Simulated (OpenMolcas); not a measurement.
An atom or ion with 51 electrons was computed by SS-RASPT2, IPEA 0.25 Eh, imaginary shift 0.1 Eh with spin-orbit coupling (OpenMolcas, ANO-RCC-VTZP, DKH2). The lowest levels that the run gave, each within 12 % of the measured value where one is at hand:

```csv
J,Parity,E (cm⁻¹),g
3/2,odd,0.0,1.920
3/2,odd,13740,0.954
5/2,odd,17370,1.200
1/2,odd,28690,0.666
3/2,odd,34540,1.262
5/2,even,99750,1.585
3/2,even,106200,1.717
1/2,even,108430,2.642
```

Which ion is it, and what are the configurations and terms?

Xe3+ (Z = 54, charge +3; active space 5 electrons in 9 orbitals (RAS2 5s 5p; RAS3 5d, at most 2 electrons)). J, parity and g give the terms where levels are pure, and mixed ones are named by the computed weights; the size of the splittings, set against known spectra of the 51-electron sequence, gives the charge. In order, with the measured energies in cm⁻¹ (Saloman, J. Phys. Chem. Ref. Data 33, 765 (2004)): 5s² 5p³ ⁴S°_3/2, 5s² 5p³ ²D°_3/2 (13267), 5s² 5p³ ²D°_5/2 (17511), 5s² 5p³ ²P°_1/2 (28036), 5s² 5p³ ²P°_3/2 (35650), 5s 5p⁴ ⁴P_5/2 (99664), 5s 5p⁴ ⁴P_3/2 (106923), 5s 5p⁴ ⁴P_1/2 (109254).

The run also gave levels led by 5s² 5p² 5d, which use shells meant for correlation; these and all levels above them are left out. Some terms mix strongly with configurations of 5d, whose occupation reaches 0.28 (5s 5p⁴ ⁴P, 5s 5p⁴ ²D). Computed and measured levels are paired by configuration, term and J; levels that our copy of the source lacks, or whose pairing is in doubt (as where it misses far off the trend of its configuration), stay unpaired and out of the deviations. Levels of configurations outside the active space are missing.

° marks odd parity.
